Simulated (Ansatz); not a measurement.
System: SnNH₂F, charge 0, singlet. SnNH2F (SMILES [NH2][Sn][F]).
B3LYP-D3(BJ)/def2-TZVP minimum from Ansatz (a quantum-chemistry and plane-wave program):
```xyz
5

Sn    -0.1368     0.0298     0.3519
F      0.8640     1.3010    -0.7689
N     -0.1081    -1.3822    -1.0933
H      0.3369    -1.2221    -1.9869
H     -0.5145    -2.3042    -1.0344
```
Charge 0, spin multiplicity 1.

Total energies in hartree (Ansatz). Radicals and triplets start from unrestricted determinants; spin-orbit coupling is neglected. Correlated methods leave the cores frozen (noble-gas shells, and filled d and f shells in the p block). Past Kr the def2 sets carry scalar-relativistic core potentials. Where a partner has so few electrons that a lower coupled-cluster level is exact, that level stands in. Spin-orbit terms, left out, reach several kcal/mol for Br and I, and more for heavier atoms.

```tsv
species	HF/def2-TZVPP	CCSD(T)/def2-TZVPP	HF/def2-QZVPP	CCSD(T)/def2-QZVPP	CCSDT(Q)/def2-TZVPP
1: SnNH2F (SMILES [Sn]([NH2])[F])	-368.53405	-369.12454	-368.54445	-369.18045	-369.12626
2: Sn (triplet)	-213.33992	-213.39742	-213.34066	-213.40091	-213.39789
3: F (doublet)	-99.41180	-99.62506	-99.41589	-99.65118	-99.62536
4: N (quartet)	-54.40275	-54.51594	-54.40439	-54.52502	-54.51632
5: H (doublet)	-0.49981	-0.49981	-0.49998	-0.49998	-0.49981
```

Work out the atomisation energy (electronic, to ground-state atoms) in kcal/mol: take Hartree-Fock from def2-QZVPP, extrapolate the CCSD(T) correlation energy as X^-3 (X = 3, 4), and add CCSDT(Q) - CCSD(T) in def2-TZVPP. 1 hartree = 627.51 kcal/mol.


Species 1: correlation (64·(-0.63600) - 27·(-0.59049))/37 = -0.66921; step -0.00172; E1 = -368.54445 + (-0.66921) + (-0.00172) = -369.21538
Species 2: correlation (64·(-0.06025) - 27·(-0.05750))/37 = -0.06226; step -0.00047; E2 = -213.34066 + (-0.06226) + (-0.00047) = -213.40339
Species 3: correlation (64·(-0.23529) - 27·(-0.21326))/37 = -0.25137; step -0.00030; E3 = -99.41589 + (-0.25137) + (-0.00030) = -99.66756
Species 4: correlation (64·(-0.12063) - 27·(-0.11319))/37 = -0.12606; step -0.00038; E4 = -54.40439 + (-0.12606) + (-0.00038) = -54.53083
Species 5: correlation (64·(0.00000) - 27·(0.00000))/37 = 0.00000; step +0.00000; E5 = -0.49998 + (0.00000) + (+0.00000) = -0.49998
-1·E1 +1·E2 +1·E3 +1·E4 +2·E5 = 0.61364 hartree = 385.1 kcal/mol.
